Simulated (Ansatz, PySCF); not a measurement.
This PySCF input computes a PBE0/def2-TZVPD energy:

```python
from pyscf import gto, scf, dft

mol = gto.M(
    atom='''
    B    -0.07256371    0.45146116   -0.35422101
    O     1.06659339   -0.13500571    0.38864321
    O    -1.16242726   -0.23827402   -0.13792737
    H     0.19620846    1.40541215   -0.98849286
    H     1.96950808    0.22686796    0.36475208
    H    -1.99247755    0.02567489   -0.55813180
    H     0.95625049   -0.92902301    0.94725092
    ''',
    basis='def2-tzvpd',
    charge=1,
    spin=0,
    verbose=4,
)

mf = dft.RKS(mol, xc='pbe0').density_fit(auxbasis='def2-universal-jkfit')
mf.grids.level = 3
mf.conv_tol = 1e-9
mf.max_cycle = 100
mf.max_memory = 1500
mf.kernel()
if not mf.converged:
    mf = mf.newton()
    mf.kernel(mf.make_rdm1())
mf.analyze()
```

**Question.** Write an input for the same energy in Ansatz (an electronic-structure program) and say what it gives.

**Answer.** 
Ansatz 0.2 input:
```yaml
crystal:
  periodic: [false, false, false]
  atoms:
    - {symbol: B, position_ang: [-0.07256371, 0.45146116, -0.35422101]}
    - {symbol: O, position_ang: [1.06659339, -0.13500571, 0.38864321]}
    - {symbol: O, position_ang: [-1.16242726, -0.23827402, -0.13792737]}
    - {symbol: H, position_ang: [0.19620846, 1.40541215, -0.98849286]}
    - {symbol: H, position_ang: [1.96950808, 0.22686796, 0.36475208]}
    - {symbol: H, position_ang: [-1.99247755, 0.02567489, -0.55813180]}
    - {symbol: H, position_ang: [0.95625049, -0.92902301, 0.94725092]}
basis:
  gaussian:
    orbitals: def2-TZVPD
hamiltonian:
  xc: {name: PBE0}
total_charge: 1
output: {forces: true}
```
It gives -177.37229 Eh, and PySCF -177.37234 Eh, a difference of 0.05 mEh, from the treatment of integrals and grids.

It need not be the lowest isomer of its formula.
